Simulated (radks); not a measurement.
Results of a calculation; reference values are marked as such.
Question: Mean orbital radii <r> (bohr) of the zirconium ion Zr+, [Kr] 4d2 5s1, of relativity; Dirac values are averaged over j with weights 2j + 1. Spin-unpolarised spherical Kohn-Sham, LDA (Slater exchange, Perdew-Wang correlation), point nucleus unless stated (finite: rms radius 4.2694 fm), a radial shooting solver on a logarithmic mesh with Libxc functionals. A level marked "c x" has the speed of light scaled by that factor and shares open shells by 2j + 1; other Dirac levels either fill j = l - 1/2 first or share by 2j + 1.

| shell | non-rel. |
|---|---|
| 1s | 0.03819 |
| 2s | 0.1676 |
| 2p | 0.1438 |
| 3s | 0.4711 |
| 3p | 0.4678 |
| 3d | 0.4517 |
| 4s | 1.239 |
| 4p | 1.377 |
| 4d | 2.106 |
| 5s | 3.463 |

Give the values at the level "Dirac, c x 2".

Answer: 
shell  Dirac, c x 2  change of magnitude (%)
1s          0.03792                    -0.70
2s           0.1663                    -0.75
2p           0.1433                    -0.36
3s           0.4681                    -0.62
3p           0.4665                    -0.28
3d           0.4520                    +0.06
4s            1.232                    -0.54
4p            1.374                    -0.17
4d            2.115                    +0.42
5s            3.446                    -0.50
